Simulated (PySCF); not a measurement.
# Bi(2+): ionisation energy

Bi(2+) [Xe] 4f14 5d10 6s2 6p1 (2P) → Bi(3+) [Xe] 4f14 5d10 6s2 (1S), as a difference of total energies. Computed with PySCF 2.14 in def2-QZVPPD with the def2 core potential (60 electrons), with a scalar-relativistic core potential. Correlated levels: valence: 5s2 5p6 5d10 frozen. The calculations carry no spin-orbit coupling.

| method | ionisation energy (eV) |
| --- | --- |
| UHF | 23.054 |
| MP2 (valence) | 23.281 |
| SCS-MP2 (valence) | 23.273 |
| CCSD (valence) | 23.329 |
| CCSD(T) (valence) | 23.340 |

Task: How much does correlation contribute at CCSD(T) (valence)?

Result: 23.340 − (23.054) = 0.286 eV, measured against UHF.

The reference lies between the lowest fine-structure levels, while these numbers refer to the centres of the terms.

Errors of the correlated levels include the incompleteness of this basis and the frozen core.

Every method misses the reference by a wide margin, which points to the basis or the choice of state and not to the methods.

For comparison: 25.571 eV (measured; NIST Atomic Spectra Database, ionization energies).
